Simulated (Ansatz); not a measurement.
Reaction (cleavage of the Ge–Si bond): `O[SiH2][GeH3]` + `C[NH][InH2]` → `C[N]([GeH3])[InH2]` + `O[SiH3]`

Gas-phase electronic energies from Ansatz, PBE0-D4/def2-TZVP geometries. CCSD(T)/CBS is the MP2 limit (def2-TZVPP, def2-QZVPP) plus CCSD(T) − MP2 in def2-TZVPP, frozen cores. DFT in def2-TZVPP. B3LYP here is the variant with VWN-RPA as its local correlation; programs differ in this. HSE06 is defined as in plane-wave codes. def2 core potentials past Kr. For Ge, In outer-core shells are correlated without core-valence functions, which leaves a few kJ/mol of doubt a bond. Scalar relativity is left out up to krypton. Each species was taken in one conformer, which may not be the lowest.

```
             level  ΔE (kJ/mol)  difference from CCSD(T)/CBS
            PBE-D4         18.7                         20.9
           BLYP-D4          8.2                         10.4
         r2SCAN-D4         10.3                         12.5
           PBE0-D4         15.5                         17.7
          B3LYP-D4          7.2                          9.4
          HSE06-D4         15.5                         17.7
           ωB97X-V          4.7                          6.9
            r2SCAN         11.3                         13.5
              PBE0         18.9                         21.1
             BHLYP          7.3                          9.5
RPA@PBE/def2-TZVPP         -9.1                         -6.9
     CCSD/def2-SVP         -9.1                         -6.9
     HF/def2-TZVPP         -2.4                         -0.2
SCS-MP2/def2-TZVPP        -14.0                        -11.8
     HF/def2-QZVPP         -2.8                         -0.6
    MP2/def2-QZVPP        -11.9                         -9.7
       CCSD(T)/CBS         -2.2                            0
```

Largest T1 diagnostic among the species: 0.016.

The D4 term adds −6.2 kJ/mol with B3LYP and −3.4 kJ/mol with PBE0; it sums over pairs of atoms, weighted by their polarisabilities, and B3LYP, whose exchange is more repulsive, gets the larger term. At CCSD(T), def2-SVP lies −8.7 kJ/mol from the extrapolated value and def2-TZVPP −2.6 kJ/mol.
